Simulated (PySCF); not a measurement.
## Deuteron quadrupole couplings in `[SiH3]OCC[SiH2]S`

C₂H₁₀OSSi₂.
Numbering: `[SiH3:1][O:2][CH2:3][CH2:4][SiH2:5][SH:6]` (hydrogens: H7, H8, H9 on Si1; H10, H11 on C3; H12, H13 on C4; H14, H15 on Si5; H16 on S6)

Geometry (GFN2-xTB, Å), atoms numbered from 1 in this order:
```xyz
16
C2H10OSSi2 angstrom
Si    -2.3017    1.1118    0.5239
O     -0.9523    0.2227    0.3821
C     -0.5663   -0.6099   -0.6753
C      0.6132   -1.4399   -0.2033
Si     1.7688   -0.3111    0.7924
S      2.2389    1.3517   -0.4910
H     -2.0672    1.6664    1.8467
H     -2.4040    2.1186   -0.5351
H     -3.4822    0.2431    0.4490
H     -0.2718    0.0122   -1.5299
H     -1.4084   -1.2383   -0.9903
H      0.2603   -2.2418    0.4442
H      1.1139   -1.9000   -1.0538
H      3.0306   -1.0142    1.0338
H      1.2138    0.1908    2.0402
H      3.2068    1.8469    0.2637
```

Level: PBE0/pcSseg-1 (PySCF, non-relativistic); Q(2H) = 0.00286 b; rigid geometry, the same for H and D, with no vibrational averaging.

**Question.** Rank these positions by the coupling χzz of a deuteron there, largest first.
A. H16 (S–H hydrogen)
B. H8 (Si–H hydrogen)
C. H12 (methylene hydrogen)
D. H10 (methylene hydrogen)
E. H15 (Si–H hydrogen)

**Answer.** C (211 kHz), D (191 kHz), A (176 kHz), E (114 kHz), B (106 kHz).

**Question.** What are Vzz, η and χzz (234.96 MHz × Q × Vzz) at all hydrogens?

**Answer.** 
```tsv
atom	bonded to	bond length (Å)	Vzz (au)	η	χzz (kHz)
H7	Si1	1.453	0.1684	0.02	113
H8	Si1	1.465	0.1579	0.04	106
H9	Si1	1.468	0.1564	0.04	105
H10	C3	1.097	0.2839	0.05	191
H11	C3	1.097	0.2883	0.07	194
H12	C4	1.089	0.3142	0.02	211
H13	C4	1.089	0.3149	0.04	212
H14	Si5	1.464	0.1610	0.02	108
H15	Si5	1.455	0.1691	0.04	114
H16	S6	1.323	0.2625	0.13	176
```

**Question.** Average by the element that carries the hydrogen.

**Answer.** on Si: 109 kHz over 5 positions, mean bond length 1.461 Å; on C: 202 kHz over 4 positions, mean bond length 1.093 Å; on S: 176 kHz over 1 position, mean bond length 1.323 Å.

**Question.** How does χzz go with the bond length over the 5 Si–H bonds?

**Answer.** A straight-line fit has a slope of -6.1 kHz for each 0.01 Å, with a correlation coefficient of -0.98, over lengths from 1.453 to 1.468 Å. The longer bonds have the smaller couplings here.

**Question.** A static deuteron (I = 1) shows a doublet split by (3/2)χ, (3/4)χ(1 + η) and (3/4)χ(1 − η) with the field along z, y and x of the gradient. What are these for H10?

**Answer.** With |χ| = 190.8 kHz and η = 0.050: 286, 150 and 136 kHz, to first order and without motion.

Isolated species at its GFN2-xTB geometry (one conformer only). GFN2-xTB bond lengths can be off by several hundredths of an ångström, more for odd bonds, and the gradients follow them. These gradients aren't converged with respect to the basis.

These values come from a run that also computed NMR shieldings. Hardware: an Arm Neoverse N1 with one thread, shared host with 64 logical CPUs at a one-minute load of 62. Cost: 44 s of wall time, 0.79 GiB resident at most.
